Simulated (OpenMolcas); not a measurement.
# Br4+: the spin-orbit constant, worked from levels

```yaml
Program: OpenMolcas
Basis: ANO-RCC-VQZP [7s6p4d2f1g]
Scalar_Hamiltonian: DKH2, point nucleus
Active_space: 1 electron in 9 orbitals (RAS2 4p; RAS3 4d 5s, at most 1 electron)
State_averaging: 2S+1 = 2 odd, 3 roots; 2S+1 = 2 even, 6 roots
Spin-orbit_coupling: state interaction with AMFI integrals over the reference wave functions, term energies averaged over their components
```

Methods: RASSCF; SS-RASPT2, IPEA 0.25 Eh, imaginary shift 0.1 Eh (closed shells correlated: 3d 4s). Measured levels: Moore, Atomic Energy Levels, vol. II, NSRDS-NBS 35 (1971 reprint of NBS Circular 467, 1952).

**The spin-orbit constant.** For the Hund term 2P* of p1, E(J) = (A/2) J(J+1) + constant and ζ = 2S·A = A. From J = 1/2 to J = 3/2 the energy changes by 1.5 A.

```json
{"Source": "RASSCF", "E(3/2) - E(1/2)": "5506.2", "A": "3670.8", "ζ": "3671"}
{"Source": "SS-RASPT2", "E(3/2) - E(1/2)": "5506.2", "A": "3670.8", "ζ": "3671"}
{"Source": "measured", "E(3/2) - E(1/2)": "6090.0", "A": "4060.0", "ζ": "4060"}
```

All in cm-1. SS-RASPT2 is off by -9.6 % and RASSCF by -9.6 %. Both methods take the spin-orbit matrix elements from the reference wave functions, so the second can move ζ only through the term energies and any multistate remixing.

Over all roots computed the reference weight is 0.92 to 0.97 in SS-RASPT2; the roots of lowest weight are the least certain, and an intruder state may touch them. With one active electron the reference holds no correlation, so core polarisation is missing (holds for RASSCF). With one active electron, CASPT2 adds the correlation within the correlated inactive shells and between them and that electron, and leaves the splitting within a term as the reference gives it (holds for SS-RASPT2). Computed and measured levels are paired by configuration, term and J; levels that our copy of the source lacks, or whose pairing is in doubt (as where it misses far off the trend of its configuration), stay unpaired and out of the deviations. Only configurations of the active space appear.

* marks odd parity.
